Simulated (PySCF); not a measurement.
Radial density of Ni⁺ (nickel, charge +1)

PBE, [Ar] 3d9, 2D determinant. All numbers are calculated (PySCF 2.14, the non-relativistic Hamiltonian (point nucleus), in def2-TZVP (6s4p4d1f, 45 functions)).

```tsv
r (bohr)	4πr²ρ (e/bohr)	4πr²(ρα − ρβ)
0.000764	0.1047	0.0000
0.00128	0.2886	0.0000
0.00216	0.7755	0.0000
0.00364	2.023	0.0000
0.00611	4.978	0.0000
0.0103	11.17	0.0001
0.0173	21.39	0.0002
0.0291	31.71	0.0003
0.0489	32.28	0.0008
0.0823	26.53	0.0048
0.138	35.22	0.0368
0.233	32.20	0.2052
0.392	15.96	0.6816
0.659	20.60	1.0057
1.11	9.478	0.5816
1.86	1.771	0.1421
3.14	0.2295	0.0113
5.27	0.006164	-0.0003
```
